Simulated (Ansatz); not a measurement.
Ansatz (a quantum-chemistry and plane-wave program) input (B3LYP/LANL2DZ): The .json file is the Basis Set Exchange's LANL2DZ.

Ansatz 0.2 input:
```yaml
crystal:
  periodic: [false, false, false]
  atoms:
    - {symbol: C, position_ang: [1.59719000, 0.19850800, 0.10445900]}
    - {symbol: C, position_ang: [0.46338900, -0.77883000, -0.19216200]}
    - {symbol: C, position_ang: [-0.87644900, -0.31779300, 0.33616100]}
    - {symbol: F, position_ang: [-1.25734100, 0.87869400, -0.28533300]}
    - {symbol: H, position_ang: [1.39387400, 1.17385600, -0.33824800]}
    - {symbol: H, position_ang: [1.72301400, 0.33829500, 1.18087600]}
    - {symbol: H, position_ang: [2.54353300, -0.16490300, -0.29847000]}
    - {symbol: H, position_ang: [0.37565500, -0.94347200, -1.26960800]}
    - {symbol: H, position_ang: [0.67488600, -1.75442200, 0.25804700]}
    - {symbol: H, position_ang: [-0.83724600, -0.12031800, 1.41107300]}
    - {symbol: H, position_ang: [-1.66243200, -1.04858800, 0.13357300]}
basis:
  gaussian:
    orbitals: LANL2DZ.json
hamiltonian:
  xc: {name: B3LYP}
relax: {f_tol: 0.003, max_steps: 120}
```

Output:

```
Functional definition: B3LYP
integrals: 0.01 GiB planned
655 factors; integrals over basis functions are off by at most 2.9e-4 eV
mean field: 0.15 GiB planned
mean field evaluation 1: about -5935.8619 eV, gradient 4.9e1 eV
mean field evaluation 2: about -5933.8634 eV, gradient 5.6e1 eV
mean field evaluation 4: about -5942.0259 eV, gradient 2.2e0 eV
mean field evaluation 8: about -5942.0692 eV, gradient 7.2e-2 eV
mean field -5942.06924015 eV, -218.3670168963 hartree, gradient 1.5e-5 eV, S^2 0.000000; 0 other end points of the search recorded, 0 dependent functions left out
the calculation of the forces begins
reference -5942.06942597 eV, -218.3670237250 hartree; 17, 17 occupied and 33, 33 virtual orbitals, 655 factors
relax step   1: F+E_penalty+E_count = -5942.06924015 eV  Δ(F+E_penalty+E_count) = +0.000e0 eV  max|allowed force component| = 1.644e0 eV/Å  Δτ_max = 0.0000 Å  (23 SCF iters, accepted)
these checks for a lower state are left out or cut short: starts, cluster_reference, orbital_swaps, neighbouring_geometries, increment
integrals: 0.01 GiB planned
655 factors; integrals over basis functions are off by at most 2.9e-4 eV
mean field: 0.15 GiB planned
mean field evaluation 16: about -5942.0775 eV, gradient 1.6e0 eV
mean field -5942.12069869 eV, -218.3689079626 hartree, gradient 8.2e-6 eV, S^2 0.000000; 0 other end points of the search recorded, 0 dependent functions left out
the calculation of the forces begins
reference -5942.12088452 eV, -218.3689147920 hartree; 17, 17 occupied and 33, 33 virtual orbitals, 655 factors
relax step   2: F+E_penalty+E_count = -5942.12069869 eV  Δ(F+E_penalty+E_count) = -5.146e-2 eV  max|allowed force component| = 7.635e-1 eV/Å  Δτ_max = 0.0316 Å  (27 SCF iters, accepted)
these checks for a lower state are left out or cut short: starts, cluster_reference, orbital_swaps, neighbouring_geometries, increment
integrals: 0.01 GiB planned
655 factors; integrals over basis functions are off by at most 2.9e-4 eV
mean field: 0.15 GiB planned
mean field -5942.13531288 eV, -218.3694450244 hartree, gradient 8.9e-6 eV, S^2 0.000000; 0 other end points of the search recorded, 0 dependent functions left out
the calculation of the forces begins
reference -5942.13549870 eV, -218.3694518532 hartree; 17, 17 occupied and 33, 33 virtual orbitals, 655 factors
relax step   3: F+E_penalty+E_count = -5942.13531288 eV  Δ(F+E_penalty+E_count) = -1.461e-2 eV  max|allowed force component| = 2.059e-1 eV/Å  Δτ_max = 0.0175 Å  (26 SCF iters, accepted)
these checks for a lower state are left out or cut short: starts, cluster_reference, orbital_swaps, neighbouring_geometries, increment
integrals: 0.01 GiB planned
655 factors; integrals over basis functions are off by at most 2.9e-4 eV
mean field: 0.15 GiB planned
mean field evaluation 32: about -5942.1363 eV, gradient 1.1e-1 eV
mean field -5942.13637888 eV, -218.3694841991 hartree, gradient 8.9e-6 eV, S^2 0.000000; 0 other end points of the search recorded, 0 dependent functions left out
the calculation of the forces begins
reference -5942.13656462 eV, -218.3694910248 hartree; 17, 17 occupied and 33, 33 virtual orbitals, 655 factors
relax step   4: F+E_penalty+E_count = -5942.13637888 eV  Δ(F+E_penalty+E_count) = -1.066e-3 eV  max|allowed force component| = 3.804e-2 eV/Å  Δτ_max = 0.0100 Å  (27 SCF iters, accepted)
these checks for a lower state are left out or cut short: starts, cluster_reference, orbital_swaps, neighbouring_geometries, increment
integrals: 0.01 GiB planned
655 factors; integrals over basis functions are off by at most 2.9e-4 eV
mean field: 0.15 GiB planned
mean field -5942.13647316 eV, -218.3694876638 hartree, gradient 9.5e-6 eV, S^2 0.000000; 0 other end points of the search recorded, 0 dependent functions left out
the calculation of the forces begins
reference -5942.13665894 eV, -218.3694944913 hartree; 17, 17 occupied and 33, 33 virtual orbitals, 655 factors
relax step   5: F+E_penalty+E_count = -5942.13647316 eV  Δ(F+E_penalty+E_count) = -9.428e-5 eV  max|allowed force component| = 3.152e-3 eV/Å  Δτ_max = 0.0046 Å  (21 SCF iters, accepted)
these checks for a lower state are left out or cut short: starts, cluster_reference, orbital_swaps, neighbouring_geometries, increment
integrals: 0.01 GiB planned
655 factors; integrals over basis functions are off by at most 2.9e-4 eV
mean field: 0.15 GiB planned
mean field -5942.13647772 eV, -218.3694878313 hartree, gradient 4.9e-5 eV, S^2 0.000000; 0 other end points of the search recorded, 0 dependent functions left out
the calculation of the forces begins
reference -5942.13666352 eV, -218.3694946593 hartree; 17, 17 occupied and 33, 33 virtual orbitals, 655 factors
relax step   6: F+E_penalty+E_count = -5942.13647772 eV  Δ(F+E_penalty+E_count) = -4.557e-6 eV  max|allowed force component| = 1.022e-3 eV/Å  Δτ_max = 0.0021 Å  (17 SCF iters, accepted)
integrals: 0.01 GiB planned
655 factors; integrals over basis functions are off by at most 2.9e-4 eV
mean field: 0.15 GiB planned
mean field -5942.13647772 eV, -218.3694878313 hartree, gradient 4.9e-5 eV, S^2 0.000000; 1 other end points of the search recorded, 0 dependent functions left out
the calculation of the forces begins
reference -5942.13666352 eV, -218.3694946593 hartree; 17, 17 occupied and 33, 33 virtual orbitals, 655 factors
Total energy: -5942.13666352 eV, -218.3694946593 hartree
Atom 0 at     1.607290     0.199378     0.110040 Å, force    -0.000448    -0.000575     0.000659 eV/Å
Atom 1 at     0.466057    -0.792747    -0.191503 Å, force     0.000253     0.000488     0.000447 eV/Å
Atom 2 at    -0.884782    -0.331482     0.347108 Å, force    -0.000934    -0.001022     0.000654 eV/Å
Atom 3 at    -1.278577     0.906271    -0.327315 Å, force    -0.000155    -0.000516     0.000311 eV/Å
Atom 4 at     1.381712     1.184871    -0.313166 Å, force     0.000347     0.000269    -0.000204 eV/Å
Atom 5 at     1.752098     0.320341     1.192537 Å, force     0.000673    -0.000444    -0.000508 eV/Å
Atom 6 at     2.553998    -0.150276    -0.320162 Å, force     0.000376     0.000616    -0.000189 eV/Å
Atom 7 at     0.378499    -0.948320    -1.275270 Å, force     0.000568    -0.000327    -0.000381 eV/Å
Atom 8 at     0.689440    -1.774060     0.255716 Å, force    -0.000266     0.000451    -0.000003 eV/Å
Atom 9 at    -0.845266    -0.097028     1.418303 Å, force    -0.000069     0.000377    -0.000668 eV/Å
Atom 10 at    -1.682397    -1.055922     0.144080 Å, force    -0.000347     0.000682    -0.000118 eV/Å
Dipole moment:     0.198838    -0.437359     0.203328 e Å
```

The geometry given is a B3LYP-D3(BJ)/def2-TZVP minimum.
